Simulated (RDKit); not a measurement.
Job for RDKit: UFF on NH3 (SMILES N).

```python
from rdkit import Chem
from rdkit.Chem import AllChem, rdDetermineBonds

blocks = [
'''4

N     0.00000000   -0.00002411    0.30627053
H     0.00000000    0.93747488   -0.10213041
H     0.81190073   -0.46877539   -0.10212006
H    -0.81190073   -0.46877539   -0.10212006
''',
]
mol = None
for b in blocks:
    f = Chem.MolFromXYZBlock(b)
    rdDetermineBonds.DetermineBonds(f, charge=0)
    mol = f if mol is None else Chem.CombineMols(mol, f)
Chem.SanitizeMol(mol)
print(Chem.MolToSmiles(Chem.RemoveHs(mol)))
ff = AllChem.UFFGetMoleculeForceField(mol, vdwThresh=100.0, ignoreInterfragInteractions=False)
e = ff.CalcEnergy()
print(f'UFF energy {e:.6f} kcal/mol')
```

The log:

```
N
UFF energy 0.866896 kcal/mol
```

The run finished.

Cost: around 0.04 core-seconds (rough).
